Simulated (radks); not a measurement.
The mean radii <r> (bohr) of the occupied orbitals of an atom or ion are listed with their occupations. Calculated with a radial shooting solver on a logarithmic mesh with Libxc functionals: scalar-relativistic Kohn-Sham, SCAN, spin-unpolarised, spherical densities, finite nucleus; meta-GGA in the generalised Kohn-Sham scheme; Fermi nuclear charge, rms radius of each element as measured or else 0.836 A^(1/3) + 0.57 fm.

| orbital | occ. | <r> |
|---|---|---|
| 1s | 2 | 0.04275 |
| 2s | 2 | 0.1893 |
| 2p | 6 | 0.1654 |
| 3s | 2 | 0.5500 |
| 3p | 6 | 0.5631 |
| 3d | 10 | 0.5888 |
| 4s | 2 | 1.600 |
| 4p | 3 | 1.874 |
| 5s | 1 | 4.465 |

Name the element and its charge.

Answer. Z = 35, bromine, charge +1: Br+ in [Ar] 3d10 4s2 4p3 5s1. The 1s radius gives Z: for a bare nucleus <r> = (2 gamma + 1)/(2Z) with gamma = sqrt(1 - (Z/c)^2), 0.04191 bohr for Z = 35, and screening makes it slightly larger (0.04275 here). The occupations add up to 34, and the charge is Z minus that.
